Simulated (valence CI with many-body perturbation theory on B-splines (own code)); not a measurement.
Which ion has this spectrum?

A relativistic CI+MBPT calculation for an atom or ion with 23 electrons gives these levels (eV):

```
   J  Parity       E     g
 5/2    even    0.00  1.27
 5/2    even   67.63  1.33
 7/2    even   79.56  1.16
11/2    even   80.77  1.10
 3/2    even   81.59  1.14
 9/2    even   86.70  1.13
 5/2    even   90.70  1.13
 1/2    even   94.76  1.78
 7/2    even   95.25  1.07
 3/2    even  113.37  0.80
 5/2    even  146.05  1.31
 7/2    even  155.12  1.21
11/2    even  155.40  1.09
 9/2    even  157.54  1.14
```

The energies are calculated, and their last digits are not significant.

Question: Which is it?
A. Ta50+
B. Au56+
C. Os53+
D. W51+

Answer: C. Os53+, ground level (3d3/2^4 3d5/2) J=5/2.
